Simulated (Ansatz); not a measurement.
SnH(OtBu)3 (C12H28O3Sn). The state is a singlet with charge 0. Geometry PBE-D4/def2-SVP, basis def2-TZVP, Ansatz.

```xyz
44

Sn   -0.933    0.705    0.483
H    -2.208    1.685    1.125
O     0.124    1.733   -0.894
C    -0.071    1.568   -2.316
C    -1.568    1.624   -2.660
C     0.675    2.749   -2.949
C     0.532    0.230   -2.768
H    -1.733    1.577   -3.756
H    -2.103    0.759   -2.212
H    -2.018    2.567   -2.287
H     0.248    3.708   -2.595
H     0.606    2.717   -4.055
H     1.745    2.722   -2.663
H    -0.004   -0.609   -2.280
H     1.604    0.177   -2.491
H     0.451    0.101   -3.867
O    -1.699   -0.942   -0.392
C    -1.632   -2.256    0.203
C    -2.136   -2.211    1.654
C    -2.556   -3.121   -0.666
C    -0.187   -2.777    0.154
H    -2.166   -3.224    2.104
H    -1.459   -1.592    2.281
H    -3.160   -1.787    1.694
H    -3.588   -2.718   -0.646
H    -2.576   -4.169   -0.304
H    -2.205   -3.118   -1.716
H     0.469   -2.126    0.766
H     0.187   -2.781   -0.889
H    -0.118   -3.811    0.551
O     0.329    0.132    1.948
C     1.617    0.750    2.162
C     1.477    2.280    2.189
C     2.075    0.224    3.529
C     2.589    0.320    1.053
H     2.443    2.771    2.430
H     1.158    2.659    1.193
H     0.736    2.589    2.953
H     1.352    0.517    4.315
H     3.073    0.626    3.795
H     2.135   -0.882    3.510
H     2.226    0.684    0.071
H     2.669   -0.785    1.017
H     3.604    0.735    1.224
```

```tsv
run	HOMO (eV)	LUMO (eV)
A	-6.89	-1.37
B	-7.52	-0.98
C	-9.93	1.14
D	-7.74	-0.84
E	-6.33	-1.72
F	-6.03	-1.96
```

In the def2 sets Sn takes a core potential; there is no spin–orbit coupling. Single mean-field runs in def2-TZVP are fitted with def2-universal-jkfit.

Q: The runs used PBE, PBE0, r2SCAN, r2SCAN0, r2SCANh, ωB97X-V. Estimate which is which.

A: A r2SCANh (10 % exact exchange); B PBE0 (25 % exact exchange); C ωB97X-V (range-separated); D r2SCAN0 (25 % exact exchange); E r2SCAN (0 % exact exchange); F PBE (0 % exact exchange). Exact exchange lowers occupied and raises empty levels; among semilocal functionals meta-GGAs tend to open the gap a little, and such runs are hard to tell apart. The gap grows from 4.07 eV (PBE) to 11.07 eV (ωB97X-V).
